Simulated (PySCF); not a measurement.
A calculated (PBE, PySCF 2.14, x2c-QZVPPall, the spin-free X2C one-electron Hamiltonian (Gaussian nucleus)) atom or ion has these occupied shells.

```csv
shell,electrons,orbital energy (eV),"rms radius, mean of both spins (bohr)"
1s β,1,-15914.5,0.0451
1s α,1,-15914.5,0.0451
2s α,1,-2153.7,0.187
2s β,1,-2153.6,0.187
2p α,3,-1913.7,0.166
2p β,3,-1913.7,0.166
3s α,1,-331.62,0.527
3s β,1,-331.61,0.527
3p α,3,-254.14,0.538
3p β,3,-254.12,0.538
3d α,5,-126.12,0.550
3d β,5,-126.09,0.550
4s α,1,-39.143,1.45
4s β,1,-38.804,1.45
4p α,3,-21.286,1.70
4p β,3,-20.817,1.70
4d α,2,-1.198,4.63
```

Name the element and its charge.

Sr (strontium, neutral), in [Kr] 4d2, high-spin 3F determinant (an excited configuration).
